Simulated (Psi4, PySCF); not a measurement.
Two rigid molecules brought together: CH2O ··· O2S (SMILES C=O and O=S=O). Monomers: optimised at B3LYP-D3(BJ) (def2-TZVP), held rigid. Orientation: lowest of the rigid-body minima from ten starts at GFN2-xTB. The monomers approach along the line of their centres of mass (distance R); nothing else relaxes. The table gives interaction energies.

| R / Å | A | B | C |
|---|---|---|---|
| 2.23 | 103.95 | 71.05 | 59.26 |
| 2.43 | 39.88 | 19.70 | 10.73 |
| 2.61 | 9.84 | -5.19 | -9.33 |
| 2.77 | -4.26 | -16.65 | -16.72 |
| 2.98 | -12.53 | -22.50 | -18.86 |
| 3.34 | -14.32 | -21.46 | -15.43 |
| 3.62 | -12.18 | -17.75 | -11.85 |
| 4.12 | -7.91 | -11.11 | -7.05 |
| 4.78 | -4.39 | -5.74 | -3.64 |
| 5.81 | -2.03 | -2.70 | -1.59 |
| 7.10 | -0.95 | -1.35 | -0.77 |

Energies in kJ/mol.

### Question
Match the curves with the methods PBE/def2-TZVP, counterpoise-corrected (Psi4); restricted Hartree-Fock/6-31G*, spherical d, no counterpoise correction (PySCF 2.14.0); DF-SCS-MP2/aug-cc-pVDZ, frozen core, counterpoise-corrected (Psi4).

### Answer
A is SCS-MP2/aug-cc-pVDZ; B is RHF/6-31G*; C is PBE/def2-TZVP.
